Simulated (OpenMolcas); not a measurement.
Re V: effect of the active space

```json
{"Program": "OpenMolcas 26.06", "Method": "SS-CASPT2 or its RAS form, IPEA 0.25 Eh, imaginary shift 0.1 Eh", "Basis": "ANO-RCC-VTZP", "Scalar Hamiltonian": "DKH2, point nucleus", "Spin-orbit coupling": "state interaction with AMFI integrals over the reference wave functions, term energies averaged over their components"}
```

A. 3 electrons in 5 orbitals (5d); 2S+1 = 4 even, 10 roots; 2S+1 = 2 even, 40 roots; closed shells correlated: 5s 5p; CASPT2 step about 40 core-seconds
B. 9 electrons in 8 orbitals (RAS1 5p, at most 2 holes; RAS2 5d); 2S+1 = 4 even, 10 roots; 2S+1 = 2 even, 40 roots; closed shells correlated: 5s; CASPT2 step about 30 core-seconds
C. 3 electrons in 10 orbitals (5d 6d); 2S+1 = 4 even, 10 roots; 2S+1 = 2 even, 40 roots; closed shells correlated: 5s 5p; CASPT2 step about 4 core-minutes

Energies in cm⁻¹ above 5d³ ⁴F_3/2, the measured ground level; measured values from the list in Brasseur, Gamrath and Quinet, At. Data Nucl. Data Tables 157, 101636 (2024).

```json
{"Level": "5d³ ⁴F_3/2", "A": "0.0", "B": "0.0", "C": "0.0", "Measured": "0.0"}
{"Level": "5d³ ⁴F_5/2", "A": "4870", "B": "5140", "C": "4940", "Measured": "4853"}
{"Level": "5d³ ⁴F_7/2", "A": "9050", "B": "9460", "C": "9130", "Measured": "8973"}
{"Level": "5d³ ⁴F_9/2 [65 %]", "A": "12070", "B": "12540", "C": "12180", "Measured": "11914"}
{"Level": "5d³ ⁴P_1/2 [63 %]", "A": "15340", "B": "14970", "C": "14510", "Measured": "14325"}
{"Level": "5d³ ²G_7/2", "A": "19530", "B": "20130", "C": "19480", "Measured": "19013"}
{"Level": "5d³ ²H_9/2 [55 %]", "A": "20370", "B": "21110", "C": "20620", "Measured": "19967"}
{"Level": "5d³ ⁴P_5/2", "A": "21540", "B": "22050", "C": "21570", "Measured": "20922"}
{"Level": "5d³ ²P_1/2 [63 %]", "A": "25600", "B": "24750", "C": "23940", "Measured": "23669"}
{"Level": "5d³ ²H_11/2", "A": "27560", "B": "28570", "C": "28150", "Measured": "27077"}
{"Level": "5d³ ²D_5/2(1)", "A": "29700", "B": "30750", "C": "29690", "Measured": "28739"}
{"Level": "5d³ ²G_9/2 [55 %]", "A": "30930", "B": "32020", "C": "31200", "Measured": ""}
{"Level": "5d³ ²P_3/2 [53 %]", "A": "34630", "B": "34220", "C": "33290", "Measured": ""}
{"Level": "5d³ ²F_5/2", "A": "35830", "B": "36470", "C": "35880", "Measured": "34162"}
{"Level": "5d³ ²F_7/2", "A": "36140", "B": "36780", "C": "36150", "Measured": "34625"}
{"Level": "5d³ ²D_3/2(2)", "A": "54540", "B": "55120", "C": "54560", "Measured": ""}
{"Level": "5d³ ²D_5/2(2)", "A": "54770", "B": "55120", "C": "54890", "Measured": "52467"}
```

Deviations, from unrounded energies. A percentage is the sum of absolute deviations over the sum of measured energies, with the sign that they share, or ± where signs differ.

```csv
Against measurement,Levels,A,B,C
mean absolute deviation (cm-1),13,900,1300,800
fine structure of the ground term (%),3,+1.0,+5.4,+2.0
other terms of the ground configuration (%),10,+4.1,+5.7,+3.6
```

C lies closest to measurement on these levels and B furthest from it. The largest miss of C in the table is 5d³ ²D_5/2(2), by +2400 cm-1. The ranking rests on the paired levels alone, and a cruder setting can come out closer through cancelling errors.

The two smallest mean deviations differ by little beside CASPT2's spread within terms, so their order carries little weight.

Among A to C the level of the table that moves most is 5d³ ²P_1/2 [63 %], by 1700 cm-1 (lowest in C, highest in A). Moves below CASPT2's spread within the term are not significant.

CASPT2 breaks the degeneracy within a term, and the mean is taken; among the terms shown or strongly mixed into the levels shown the widest spread is 1100 cm-1 (5d³ ²H, A). The CASPT2 spread within a term exceeds the gap to the next term for 5d³ ²P and 5d³ ²H, 5d³ ²H and 5d³ ²D(1), so the order of their levels is uncertain (holds for A). Active for correlation alone: 5p; no level in the range computed is led by a configuration that opens it, so any true level of that kind is missing (holds for B). Active for correlation alone: 6d; no level in the range computed is led by a configuration that fills it, so any true level of that kind is missing (holds for C). Computed and measured levels are paired by configuration, term and J; levels that our copy of the source lacks, or whose pairing is in doubt (as where it misses far off the trend of its configuration), stay unpaired and out of the deviations. Only configurations of the active space appear. The table leaves out levels that lie high or whose names do not pair safely across all columns.

A share in square brackets marks a mixed level and gives the weight of the term that names it, the lowest over the columns. A number in round brackets counts repeated terms of one configuration in the order of the reference energies.
